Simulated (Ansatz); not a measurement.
Input file for FH$_{4}$NOSi, SMILES `N[SiH](O)F`:

```yaml
crystal:
  periodic: [false, false, false]
  atoms:
    - {symbol: N, position_ang: [-1.012515, 0.582046, -0.115386]}
    - {symbol: Si, position_ang: [0.577270, -0.014723, -0.182209]}
    - {symbol: O, position_ang: [0.837435, -1.094232, 1.009133]}
    - {symbol: F, position_ang: [0.694220, -0.665777, -1.634396]}
    - {symbol: H, position_ang: [-1.468789, 0.916672, -0.948003]}
    - {symbol: H, position_ang: [-1.375530, 1.022013, 0.713586]}
    - {symbol: H, position_ang: [1.685453, 0.948658, -0.055295]}
    - {symbol: H, position_ang: [0.154655, -1.751755, 1.156869]}
basis:
  gaussian: {orbitals: cc-pV(T+d)Z}
correlation: {method: ccsd_t}
output: {orbitals: {seedname: orbitals}}
```

```sh
$ ansatz run in.yaml --threads 2 --pin off --events-out ev --progress --plain --max-ram 22528MiB --backend cuda --devices 0, --max-vram 18GiB
```

Log, shortened:

```
Functional definition: HF
  name "HF"
  cite "Fock, Z. Phys. 61, 126 (1930) doi:10.1007/BF01340294"
  parent pbe
  exchange = exact_x
  correlation = 0
1092 factors; integrals over basis functions are off by at most 1.1e-3 eV
mean field evaluation 1: about -14153.4912 eV, gradient 4.9e1 eV
mean field evaluation 2: about -14153.6249 eV, gradient 4.9e1 eV
mean field evaluation 4: about -14157.8070 eV, gradient 2.8e0 eV
mean field evaluation 8: about -14157.8423 eV, gradient 2.3e-1 eV
mean field -14157.84246759 eV, -520.2911141535 hartree, gradient 2.3e-6 eV, S^2 0.000000; 0 other end points of the search recorded, 0 dependent functions left out
8 core orbitals not correlated: weight in the atoms' cores, before any rotation towards them, 1.000 or more for the frozen orbitals, at most 0.000 for the correlated occupied ones
reference -14157.84246759 eV, -520.2911141535 hartree; 13, 13 occupied and 164, 164 virtual orbitals, 1092 factors
second order -22.54414497 eV of doubles, -0.00000000 eV of singles
cycle   1  -22.49676675 eV  change    4.7e-2 eV  update   8.7e-2
cycle   2  -22.94279620 eV  change   -4.5e-1 eV  update   2.4e-2
cycle   3  -23.04337353 eV  change   -1.0e-1 eV  update   1.2e-2
cycle   4  -23.02937773 eV  change    1.4e-2 eV  update   2.6e-3
cycle   5  -23.02873597 eV  change    6.4e-4 eV  update   1.1e-3
cycle   6  -23.02938740 eV  change   -6.5e-4 eV  update   3.3e-4
cycle   7  -23.02918093 eV  change    2.1e-4 eV  update   1.1e-4
cycle   8  -23.02911995 eV  change    6.1e-5 eV  update   3.2e-5
cycle   9  -23.02912580 eV  change   -5.8e-6 eV  update   1.1e-5
perturbative correction -0.75271379 eV, -0.0276617216 hartree
Total energy: -14181.62430718 eV, -521.1650806385 hartree
```

Run time 3.2 s (2 threads of an AMD EPYC 7R13 on a shared host and a share of an NVIDIA H100 80 GB); peak host memory 0.77 GiB.

MP2 recovers 94.8 % of the CCSD(T) correlation energy and the triples give 3.2 %; T1 = 0.0106.
